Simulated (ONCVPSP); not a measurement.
An all-electron radial function and its pseudo partner (Be)

Columns: radius, all-electron u(r) and pseudo u(r) of the 2s shell (level -5.54 eV) of beryllium in the configuration [He] 2s2; PBEsol, scalar-relativistic, ONCV scheme, ONCVPSP 4.0.1.

| r (bohr) | all-electron | pseudo |
| --- | --- | --- |
| 0.075 | -0.1617 | 0.0157 |
| 0.150 | -0.2349 | 0.0317 |
| 0.225 | -0.2507 | 0.0487 |
| 0.300 | -0.2298 | 0.0677 |
| 0.375 | -0.1860 | 0.0892 |
| 0.450 | -0.1286 | 0.1133 |
| 0.525 | -0.0640 | 0.1399 |
| 0.600 | 0.0034 | 0.1686 |
| 0.675 | 0.0709 | 0.1998 |
| 0.750 | 0.1363 | 0.2334 |
| 0.825 | 0.1985 | 0.2691 |
| 0.900 | 0.2567 | 0.3057 |
| 0.975 | 0.3105 | 0.3422 |
| 1.050 | 0.3597 | 0.3780 |
| 1.125 | 0.4046 | 0.4132 |
| 1.200 | 0.4451 | 0.4480 |
| 1.275 | 0.4812 | 0.4817 |
| 1.350 | 0.5128 | 0.5128 |
| 1.425 | 0.5402 | 0.5402 |
| 1.500 | 0.5636 | 0.5636 |
| 1.575 | 0.5832 | 0.5832 |
| 1.650 | 0.5993 | 0.5993 |
| 1.725 | 0.6120 | 0.6120 |
| 1.800 | 0.6217 | 0.6217 |
| 1.875 | 0.6285 | 0.6285 |
| 1.950 | 0.6328 | 0.6328 |

**Question.** How many radial nodes do the two functions have?

**Answer.** The all-electron 2s function has n − l − 1 = 1; the pseudo-wave has 0, since the states of the same l below it are removed with the core.

**Question.** At about which radius was the pseudo-wave matched?

**Answer.** 1.40 bohr, where the columns begin to agree (steps of 0.07 bohr).

**Question.** Is the pseudo-wave norm-conserving?

**Answer.** Yes: the ONCV scheme keeps the norm inside the radius equal to the all-electron one, which fixes the energy derivative of the logarithmic derivative at the level.
